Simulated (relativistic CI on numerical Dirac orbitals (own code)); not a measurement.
**Magnetism of Lu4+, 4f13, in a crystal field**

Calculated by Dirac-Coulomb-Breit CI, separate exchange-only KLI orbitals for each configuration, QED by a radiative potential, valence Slater integrals scaled by 0.7, one configuration in a parametric crystal field (own radial code).

Field parameters in Wybourne normalisation; cubic f-shell fields have B⁴₄ = √(5/14) B⁴₀ and B⁶₄ = −√(7/2) B⁶₀. The field is a parameter set, without covalency.

S is read from ⟨S²⟩ = S(S + 1).

Powder χT (cm³ K mol⁻¹) by Van Vleck's formula, with temperature-independent terms:

| Field | 2 K | 5 K | 10 K | 20 K | 50 K | 100 K | 200 K | 300 K |
| --- | --- | --- | --- | --- | --- | --- | --- | --- |
| C2v, B20 = 550, B22 = -290, B40 = -1340, B42 = 410, B44 = 860, B60 = -1050, B62 = 330, B64 = 670, B66 = -40 cm⁻¹ | 1.11 | 1.12 | 1.14 | 1.18 | 1.31 | 1.52 | 1.9 | 2.16 |
| C2v, B20 = -160, B22 = -330, B40 = 580, B42 = -200, B44 = 1020, B60 = -160, B62 = 450, B64 = 390, B66 = 220 cm⁻¹ | 1.83 | 1.85 | 1.86 | 1.9 | 2 | 2.12 | 2.3 | 2.41 |
| Oh, B40 = 2450, B60 = 540 cm⁻¹ | 0.676 | 0.69 | 0.713 | 0.758 | 0.895 | 1.12 | 1.56 | 1.89 |
| Oh, B40 = 1500, B60 = 1170 cm⁻¹ | 0.675 | 0.687 | 0.706 | 0.744 | 0.86 | 1.05 | 1.44 | 1.79 |
| Oh, B40 = -2470, B60 = 520 cm⁻¹ | 1.14 | 1.15 | 1.16 | 1.19 | 1.26 | 1.38 | 1.62 | 1.85 |
| Oh, B40 = 3590, B60 = 260 cm⁻¹ | 0.676 | 0.688 | 0.709 | 0.75 | 0.875 | 1.08 | 1.48 | 1.8 |

(1) For C2v, B20 = 550, B22 = -290, B40 = -1340, B42 = 410, B44 = 860, B60 = -1050, B62 = 330, B64 = 670, B66 = -40 cm⁻¹: what effective moment follows at 300 K?

Results:

(1) μ_eff = √(8χT) = 4.16 μB. The LS value g√(J(J + 1)) of the free ion's 2F°_7/2 level is 4.54 μB.
